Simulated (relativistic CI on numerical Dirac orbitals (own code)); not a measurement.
# Ni3+: M2,3 absorption edge

Computed with this model: Dirac-Coulomb-Breit CI, KLI orbitals optimised for each configuration, model QED (radiative potential, 1s self-energy scaled to tabulated hydrogen-like ionisation energies), valence Slater integrals scaled by 0.8, multiplet model of core-to-valence dipole absorption; configurations [Ar] 3d7 → [Ne] 3s2 3p5 3d8; 10 K; Lorentzian 1.2 eV and Gaussian 0.3 eV FWHM. Energies are those of the free ion, without screening or charge transfer. The branching ratio is the share of the lower-energy edge in the whole absorption, uncertain by about 0.02 where the edges overlap. S is read from ⟨S²⟩ = S(S + 1).

Field parameters in Wybourne normalisation: Oh B⁴₀ = 21Dq, B⁴₄ = √(5/14) B⁴₀. The field is a parameter set, without covalency.

Peaks in eV (height, largest 100): 65.5 (20), 70.8 (100), 74.5 (61).

(1) Which surroundings give this spectrum?
A. Oh, 10Dq = 4100 cm⁻¹
B. Oh, 10Dq = 9300 cm⁻¹
C. Oh, 10Dq = 14500 cm⁻¹
D. Oh, 10Dq = 19700 cm⁻¹

## Answers

(1) A. Oh, 10Dq = 4100 cm⁻¹, where the ground state has S = 1.50.
